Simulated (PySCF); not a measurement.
From one molecule to another.

First species: C3H11ClSi2.
InChI=1S/C3H11ClSi2/c1-2-6(5)3-4/h6H,2-3H2,1,5H3/t6-/m1/s1

Second species: C₃H₁₁ClSi₂.
Z-matrix (Å and degrees, GFN2-xTB geometry), rows numbered from 1:
```
C 
Si  1  1.9063
Si  2  2.3202  1  111.52
C   2  1.9206  1  107.80  3  -122.46
C   4  1.5085  2  112.12  1    62.07
Cl  5  1.7970  4  111.42  2   178.35
H   1  1.0870  2  111.53  3    52.95
H   1  1.0867  2  111.98  3   173.63
H   1  1.0860  2  110.79  3   -66.39
H   2  1.4762  1  107.14  3   125.59
H   3  1.4653  2  112.74  1  -171.06
H   3  1.4647  2  111.93  1    68.46
H   3  1.4683  2  112.40  1   -50.98
H   4  1.0908  2  109.38  1  -176.70
H   4  1.0907  2  110.22  1   -59.80
H   5  1.0904  4  111.81  2    60.07
H   5  1.0893  4  111.83  2   -63.47
```

Levels: CAM-B3LYP/def2-SVPD for dipole moment, HOMO energy, LUMO energy, HOMO–LUMO gap, static isotropic polarisability and electronic spatial extent ⟨r²⟩ about the centre of nuclear charge; TDDFT CAM-B3LYP/def2-SVPD for lowest singlet excitation; TDA CAM-B3LYP/def2-SVPD for lowest triplet excitation (Tamm–Dancoff); GFN2-xTB for rotational constant A and rotational constant C. Geometries: GFN2-xTB. Each species is one conformer at its optimised geometry, gas phase, non-relativistic unless stated; the electronic structure was computed with PySCF and density fitting.

Dipoles, sizes and rotational constants follow the conformer. The torsions of the flexible species, by atom-mapped SMILES:
- `[CH3:1][CH2:2][Si@@H:3]([SiH3:4])[CH2:5][Cl:6]`: C1–C2–Si3–Si4 -177°, C2–Si3–C5–Cl6 -178°
- `[CH3:1][Si@H:2]([SiH3:3])[CH2:4][CH2:5][Cl:6]`: C1–Si2–C4–C5 62°, Si2–C4–C5–Cl6 178°

Problem. Which has the higher static isotropic polarisability?

Solution. The second: 108.6 au against 107.0 au, a difference of 1.6 au.

Problem. Which of the two has the higher rotational constant A, and by how much?

Solution. The second: 2.652 GHz against 1.812 GHz, a difference of 0.840 GHz.

Problem. Which of the two has the higher HOMO energy, and by how much?

Solution. The first: -9.24 eV against -9.50 eV, a difference of 0.26 eV.

Problem. Which of the two has the higher ⟨r²⟩, and by how much?

Solution. The second: 1714 bohr² against 1528 bohr², a difference of 186 bohr².

Problem. Which has the higher HOMO–LUMO gap?

Solution. The second: 10.24 eV against 9.97 eV, a difference of 0.27 eV.

Problem. Which of the two has the higher T1 energy, and by how much?

Solution. The second: 6.40 eV against 6.10 eV, a difference of 0.30 eV.

Problem. Which of the two has the higher S1 energy, and by how much?

Solution. The second: 7.09 eV against 6.70 eV, a difference of 0.39 eV.

Problem. Which has the higher rotational constant C?

Solution. The first: 0.762 GHz against 0.665 GHz, a difference of 0.097 GHz.

On the first: The polarisability is 15.86 Å³ as a volume (1 au = 0.148185 Å³), or 1.45 au for each of the 74 electrons. The dipole equals about 8.3 × 10⁻³⁰ C·m (1 D = 3.33564 × 10⁻³⁰ C·m).

On the second: The vertical singlet–triplet gap S1 − T1 is 0.69 eV (TDDFT singlet less Tamm–Dancoff triplet; S1: HOMO→LUMO, weight 0.61; T1: HOMO→LUMO, weight 0.29). The principal polarisabilities are 93.8, 106.6 and 125.4 au; their mean is the isotropic value.
